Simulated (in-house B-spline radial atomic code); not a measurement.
Atomic self-consistent-field run: neutral holmium. Level of theory: Dirac-Kohn-Sham BHandHLYP, spherical fractional occupations, exact exchange averaged over the configuration, Fermi nucleus of rms radius 5.2022 fm; calculated with a radial B-spline atomic code at the basis-set limit.

Command:
```bash
python run_scf.py task.json out
```
Settings (nuclear radius in fm, mass in u):
```
Z                67
configuration    [Xe] 4f11 6s2
hamiltonian      dirac
method           bhandhlyp
spin_polarised   False
nucleus          fermi
rms_radius       5.2022
atomic_mass      164.93033
speed_of_light   137.035999084
exact_exchange   averaged over the configuration
```

Output (hartree, bohr):
```
 radial grid: 77 intervals, B-splines of order 8, outer radius 50 bohr

 iter        energy (Eh)    residual
    1      -12625.576122    5.90e-01
    2      -12625.503986    2.15e-01
    3      -12626.142995    8.96e-02
    4      -12626.363244    6.91e-02
    5      -12601.325359    4.88e-01
    6      -12626.328313    5.46e-02
    7      -12626.435130    3.13e-02
    8      -12626.497492    7.03e-03
    9      -12626.499642    1.10e-03
   10      -12626.499735    9.49e-05
   11      -12626.499736    8.92e-06
   12      -12626.499736    9.87e-07
   13      -12626.499736    1.40e-07

 total energy                    -12626.49974
 kinetic                           13887.7748
 electron-nucleus                 -31187.5189
 Hartree                            4943.6514
 exact exchange                     -132.2698
 exchange-correlation               -138.1372

 first-order corrections (not in the total)
   Gaunt                            13.5956
   retardation                      -1.4343
   frequency dependence             -0.1985
   self-energy                       9.6258
   Uehling                          -1.6255
   Wichmann-Kroll                    0.0553
   recoil                            0.0267

 orbital      occ     eigenvalue          <r>       <r^2>       <1/r>       <r^4>     <1/r^3>       r_max    small
 1s1/2      2.000     -2046.5946    0.0207378 0.000588168     76.0381 9.25984e-07           -     0.01311  6.27e-02
 2s1/2      2.000      -344.5043     0.087498  0.00910392     18.2602 0.000144041           -     0.07476  1.40e-02
 2p1/2      2.000      -327.5192    0.0729409  0.00658891     18.2153 8.87001e-05           -     0.05628  1.40e-02
 2p3/2      4.000      -295.9811     0.080087  0.00780875     15.8812 0.000119783     11814.8     0.06238  1.29e-02
 3s1/2      2.000       -77.9213      0.22907   0.0601094     6.68549  0.00546823           -      0.2112  4.50e-03
 3p1/2      2.000       -70.4894     0.218954   0.0557962     6.59509  0.00493695           -      0.1989  4.43e-03
 3p3/2      4.000       -63.8402      0.23237   0.0626368     6.00199  0.00617464     2575.74      0.2116  4.12e-03
 3d3/2      4.000       -51.1786     0.205281   0.0495658     5.87691  0.00438168     425.537      0.1675  3.99e-03
 3d5/2      6.000       -49.7338     0.209453   0.0514669      5.7312  0.00469372     373.866       0.171  3.90e-03
 4s1/2      2.000       -15.8635     0.519025    0.304232       2.782    0.134746           -      0.4842  1.43e-03
 4p1/2      2.000       -12.8830     0.529327    0.319044     2.67184    0.152559           -      0.4873  1.34e-03
 4p3/2      4.000       -11.3841      0.55949    0.356241     2.47308     0.19033     572.444       0.514  1.23e-03
 4d3/2      4.000        -6.4624     0.591337    0.406279     2.24765     0.27086     80.6255      0.5187  1.05e-03
 4d5/2      6.000        -6.1871     0.602388    0.421484     2.19705    0.291719     69.6357      0.5276  1.02e-03
 5s1/2      2.000        -2.0630      1.29001     1.87603     1.02876     5.29762           -       1.143  2.79e-04
 5p1/2      2.000        -1.2107      1.45719      2.4212    0.902108     9.33152           -       1.249  2.18e-04
 5p3/2      4.000        -1.0205      1.56733     2.80567    0.829615     12.6603     67.2458       1.333  1.89e-04
 4f5/2      4.714        -0.3239     0.821427    0.911157     1.62753     2.74823     10.0857      0.5237  6.10e-04
 4f7/2      6.286        -0.2852     0.840169    0.961828     1.60029     3.19491     9.62337      0.5293  5.94e-04
 6s1/2      2.000        -0.1723      4.15936     19.7625    0.300345      632.33           -       3.458  2.44e-05
```

Time taken, with all properties: 5.9 s on 1 thread of Arm Neoverse N1, with other jobs on the host.

For the Dirac Hamiltonian the kinetic term is c α·p + (β - 1)c².
